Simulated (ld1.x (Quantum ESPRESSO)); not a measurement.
## LDA (PZ) RRKJ dataset for boron, scalar-relativistic all-electron reference.

Input for ld1.x (Quantum ESPRESSO) 7.5:

```
&input
   title='B', zed=5., rel=1, dft='PZ', iswitch=3,
   config='[He] 2s1.75 2p1.25',
   nld=2, rlderiv=2.65, eminld=-3.0, emaxld=5.0, deld=0.02
 /
 &inputp
   pseudotype=2, tm=.false., lloc=-1, rcloc=1.90,
   nlcc=.false.,
   file_pseudopw='B.UPF', file_wfcaegen='ae.wfc', file_wfcncgen='nc.wfc', file_beta='beta', file_chi='chi'
 /
2
2S  1  0   1.75   0.00  1.55  1.55  0.0
2P  2  1   1.25   0.00  2.45  2.45  0.0
 &test
   configts(1)='2s1.75 2p1.25'
 /
```

Command:

```bash
ld1.x < B.in > B.out
```

The program printed (shortened: banner, matrices, multipoles, cross overlaps and the repeated all-electron block are left out):

```
Program LD1 v.7.5
     --------------------------- All-electron run ----------------------------

     B
     scalar relativistic calculation

     atomic number is  5.00
     dft =PZ   lsd =0 sic =0 latt =0  beta=0.20 tr2=1.0E-14
     Exchange-correlation= PZ
                           (   1   1   0   0   0   0   0)
     mesh =1059 r(mesh) = 101.04461 a.u. xmin = -7.00 dx = 0.01250
     1 Ry =  13.60569312 eV, c = 137.03599908

     n l     nl                  e(Ry)          e(Ha)          e(eV)
     1 0     1S 1( 2.00)       -13.1514        -6.5757      -178.9335
     2 0     2S 1( 1.75)        -0.6993        -0.3496        -9.5139
     2 1     2P 1( 1.25)        -0.2819        -0.1410        -3.8358

     final scf error:  7.0E-15 reached in  25 iterations

     Etot =     -48.596864 Ry,     -24.298432 Ha,    -661.194017 eV

     Ekin =      48.258924 Ry,      24.129462 Ha,     656.596109 eV
     Encl =    -112.768246 Ry,     -56.384123 Ha,   -1534.290146 eV
     Eh   =      22.938185 Ry,      11.469092 Ha,     312.089900 eV
     Exc  =      -7.025727 Ry,      -3.512863 Ha,     -95.589880 eV

     normalization and overlap integrals

     s(1S/1S) =  1.000000  <r> =   0.3321  <r2> =    0.1499  r(max) =   0.2129
     s(2S/2S) =  1.000000  <r> =   1.9614  <r2> =    4.6502  r(max) =   1.5152
     s(2P/2P) =  1.000000  <r> =   2.2770  <r2> =    6.7226  r(max) =   1.5536

     ------------------------ End of All-electron run ------------------------

     --------------------- Generating NC pseudopotential ---------------------

      Generating local potential from pseudized AE potential:
      Matching radius rcloc =   1.9000

      Local pseudo, rcloc= 1.898 Estimated cut-off energy=     6.65 Ry

      Wfc   2S  rcut= 1.554  Estimated cut-off energy=       51.21 Ry
      This function has    0 nodes for 0 < r <    1.554

      Wfc   2P  rcut= 2.436  Estimated cut-off energy=       29.72 Ry
      This function has    0 nodes for 0 < r <    2.436

     ------------------- End of pseudopotential generation -------------------

     Computing logarithmic derivative in   2.64278
     Computing logarithmic derivative in   2.64278
     Computing the partial wave expansion
     R is outside the sphere for l=    0 j= 0.00
     R is outside the sphere for l=    1 j= 0.00

     ---------------------- Testing the pseudopotential ----------------------

     B
     scalar relativistic calculation

     atomic number is  5.00   valence charge is  3.00
     dft =PZ   lsd =0 sic =0 latt =0  beta=0.20 tr2=1.0E-14
     mesh =1059 r(mesh) = 101.04461 xmin = -7.00 dx = 0.01250

     n l     nl             e AE (Ry)        e PS (Ry)    De AE-PS (Ry)
     1 0     2S   1( 1.75)       -0.69926       -0.69926        0.00000
     2 1     2P   1( 1.25)       -0.28193       -0.28193        0.00000

     eps = 4.9E-16  iter =  3

     Etot =     -48.596864 Ry,     -24.298432 Ha,    -661.194017 eV
     Etotps =    -5.036985 Ry,      -2.518492 Ha,     -68.531668 eV

     Ekin =       2.686779 Ry,       1.343390 Ha,      36.555493 eV
     Encl =     -10.114790 Ry,      -5.057395 Ha,    -137.618735 eV
     Ehrt =       3.929196 Ry,       1.964598 Ha,      53.459439 eV
     Ecxc =      -1.543420 Ry,      -0.771710 Ha,     -20.999294 eV
     Epseu=       0.005250 Ry,       0.002625 Ha,       0.071429 eV

     ---------------------- End of pseudopotential test ----------------------
```

Generation and configuration tests took about 1.9 s on one core of a shared server CPU.
